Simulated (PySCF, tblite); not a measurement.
Isomers of C6H10ClFSi2, one GFN2-xTB conformer each. Single-point energies are computed at PBE0/pcSseg-1 (PySCF, gas phase, no added dispersion term), electronic only.

Question: Rank them by PBE0/pcSseg-1 energy, lowest first (kcal/mol).
A. `[CH3:1][C:2]#[C:3][CH2:4][Si@H:5]([Cl:6])/[C:7]([F:8])=[CH:9]/[SiH3:10]` with C3–C4–Si5–Cl6 -71°, C4–Si5–C7–F8 -58°
B. `[CH:1]#[C:2][C@@:3]1([SiH2:4][Cl:5])[SiH2:6][CH2:7][CH2:8][C@@H:9]1[F:10]` with C2–C3–Si4–Cl5 61°, C2–C3–Si6–C7 101°, C3–Si6–C7–C8 -12°, Si6–C7–C8–C9 36°, C7–C8–C9–F10 69°

Answer: B (0.0), A (12.7).

As drawn, the higher has a C=C bond outside aromatic rings, which the lower lacks. GFN2-xTB itself gives, in the same order: 0.0, 23.2. Both levels put the same isomer lowest.

Which frontier levels, dipoles and rotational constants go with these structures?

```
                             SMILES  HOMO (eV, PBE0/pcSseg-1)  LUMO (eV)  dipole (D)       A, B, C (MHz)
C#C[C@@]1([SiH2]Cl)[SiH2]CC[C@@H]1F                     -7.44       0.21        2.26  1265, 619.6, 587.7
      CC#CC[Si@H](Cl)/C(F)=C/[SiH3]                     -7.18      -0.97        0.87  1766, 325.7, 286.0
```

What happens when harmonic zero-point energies from GFN2-xTB frequencies are added?

| SMILES | ZPE (kcal/mol) | electronic (kcal/mol) | with ZPE (kcal/mol) |
| --- | --- | --- | --- |
| C#C[C@@]1([SiH2]Cl)[SiH2]CC[C@@H]1F | 84.8 | 0.0 | 0.0 |
| CC#CC[Si@H](Cl)/C(F)=C/[SiH3] | 82.1 | 12.7 | 10.0 |

The zero-point energies span 2.7 kcal/mol. The order is unchanged.
